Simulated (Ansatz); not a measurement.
System: sum formula GeOBr, charge -1, multiplicity 1. SMILES of the parent species: [O]=[Ge][Br]
Coordinates optimised at B3LYP-D3(BJ)/def2-TZVP (Ansatz, a first-principles code):
```
Ge
O 1 1.6658
Br 1 2.7332 2 108.82
```
Charge -1, spin multiplicity 1.

Task: Give the harmonic wavenumbers at B3LYP-D3(BJ)/def2-TZVP (Ansatz, finite differences of forces, unscaled).

Result: 117, 190, 916 cm⁻¹. Zero-point energy 1.7 kcal/mol.

Task: From these and the geometry, give the ideal-gas thermochemistry at 298.15 K and 1 atm (rigid rotor, harmonic oscillator).

Result: Point group Cs, rotational symmetry number 1. Rotational constants 17.13, 1.457, 1.343 GHz. S(trans) 41.27, S(rot) 26.66, S(vib) 5.52, S(elec, spin only) 0.00, S 73.5 cal/(mol K). H(298) - H(0) 3.21 kcal/mol; G - E(el) -16.9 kcal/mol.
